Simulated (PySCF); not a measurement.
PW91 on Sc⁻ (scandium, charge -1), [Ar] 3d2 4s2, high-spin 3F determinant. All numbers are calculated (PySCF 2.14, the spin-free X2C one-electron Hamiltonian (Gaussian nucleus), in x2c-TZVPPall with one added diffuse shell each of s, p, d, f type (7s6p5d3f1g, 80 functions)).

```
cycle= 1 E= -764.198093405354  delta_E= -0.0149  |g|= 0.107  |ddm|= 1.12
cycle= 2 E= -764.129525491131  delta_E= 0.0686  |g|= 0.319  |ddm|= 0.758
cycle= 3 E= -764.206617063103  delta_E= -0.0771  |g|= 0.0245  |ddm|= 0.49
cycle= 4 E= -764.199355204207  delta_E= 0.00726  |g|= 0.0876  |ddm|= 0.29
cycle= 5 E= -764.207292459992  delta_E= -0.00794  |g|= 0.0179  |ddm|= 0.155
cycle= 6 E= -764.207663752165  delta_E= -0.000371  |g|= 0.00225  |ddm|= 0.0399
cycle= 7 E= -764.207669207253  delta_E= -5.46e-06  |g|= 0.000674  |ddm|= 0.00804
cycle= 8 E= -764.207669689386  delta_E= -4.82e-07  |g|= 0.000172  |ddm|= 0.00127
cycle= 9 E= -764.207669722853  delta_E= -3.35e-08  |g|= 1.9e-05  |ddm|= 0.000888
cycle= 10 E= -764.207669724821  delta_E= -1.97e-09  |g|= 8.65e-06  |ddm|= 0.000655
cycle= 11 E= -764.207669735833  delta_E= -1.1e-08  |g|= 1.71e-05  |ddm|= 0.00503
cycle= 12 E= -764.207669748889  delta_E= -1.31e-08  |g|= 2.05e-05  |ddm|= 0.0133
cycle= 13 E= -764.207669749065  delta_E= -1.76e-10  |g|= 4.28e-06  |ddm|= 0.00218
converged SCF energy = -764.207669749065  <S^2> = 2.0069135  2S+1 = 3.0046055
```

Highest occupied orbital energy: 1.823 eV; ⟨L²⟩ = 12.01; populations by l: s 8.00, p 12.00, d 2.00, f 0.00.

Task: Can this result be used?

Result: With care. The run converged. The configuration of this anion was assumed by filling the next shell in order. It is not the known or likely ground configuration (Ca⁻, Sr⁻ and Ba⁻, for instance, bind a p electron), so these values are not the electron affinity of the element. At PW91 the highest occupied level has a positive energy, so only the finite basis holds that electron.
